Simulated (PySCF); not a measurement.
# Induced dipoles and field energies

Compound: C2H5BrSi.
Geometry (PBE0-D3(BJ)/def2-SVP, Å), atoms numbered from 1 in this order:
```
atom  x, y, z in Å
Br1    1.2763    1.9668   -1.6536
Si2    0.3492    0.9922    0.1046
C3     0.4568   -0.8424    0.2679
C4    -0.9364   -0.3057   -0.1620
H5     0.3315    1.8930    1.2786
H6     0.5260   -1.2970    1.2628
H7     1.0090   -1.4095   -0.4898
H8    -1.7523   -0.4139    0.5619
H9    -1.2510   -0.5394   -1.1852
```

Level: wB97X-D/def2-SVPD (PySCF); nuclei fixed, core orbitals frozen in the response. Permanent dipole (-0.605, -0.741, 1.019) D (1 au = 2.5417 D). Static polarisability (au):

```
x   65.86  9.30 -5.74
y    9.30 78.24 -7.72
z   -5.74 -7.72 69.20
```

Only the terms in μ and α are kept: μ(F) = μ + αF and ΔE = −μ·F − ½ F·αF.

(1) What do fields of 0.154 V/Å (0.003 au) along the six axis directions do?

(2) For the field (0.0015, 0.0009, 0.0030) au, what is the induced dipole, and what angle does it make with the field?

(3) At what field along the permanent dipole would the induced dipole along it equal the permanent one, in this linear picture?

(4) What field makes μF equal to kT at 400 K?

(5) A unit point charge sits 6 Å away. Estimate the induction energy −αe²/2R⁴ with the mean polarisability, treating the molecule as a point.

Answers

(1) 
```
field along  induced x (D)  induced y (D)  induced z (D)  total size (D)  −μ·F (kJ/mol)  −½F·αF (kJ/mol)
         +x          0.502          0.071         -0.044           1.188         +1.875           -0.778
         −x         -0.502         -0.071          0.044           1.736         -1.875           -0.778
         +y          0.071          0.597         -0.059           1.108         +2.296           -0.924
         −y         -0.071         -0.597          0.059           1.846         -2.296           -0.924
         +z         -0.044         -0.059          0.528           1.858         -3.158           -0.818
         −z          0.044          0.059         -0.528           1.011         +3.158           -0.818
```

(2) αF = (0.229, 0.156, 0.488) D, at 1.8° to the field. The polarisability along this direction, F·αF/F², is 63.53 au, against a mean of 71.10 au.

(3) The polarisability along the dipole is 84.97 au, so F = 0.5499 au / 84.97 au = 0.0065 au = 0.33 V/Å; higher-order terms are ignored.

(4) kT = 1.2667 × 10⁻³ Eh, so F = 0.0023 au = 11.8 MV/cm.

(5) R = 11.34 bohr, so the energy is −71.1/(2 × 11.34⁴) Eh = -5.65 kJ/mol. The charge–dipole term at its most favourable orientation, −μe/R², is -11.2 kJ/mol.

Geometry: PBE0-D3(BJ)/def2-SVP; no solvent, vibrations or thermal averaging. The calculation is non-relativistic, for bromine too.

These values come from a run that also computed excited states and ΔSCF ions. On Arm Neoverse V1, one thread, no GPU, on a shared host, this took 25 s.

wB97X-D is run here without its empirical dispersion term; that term would change no orbital, density or response property at a fixed geometry.
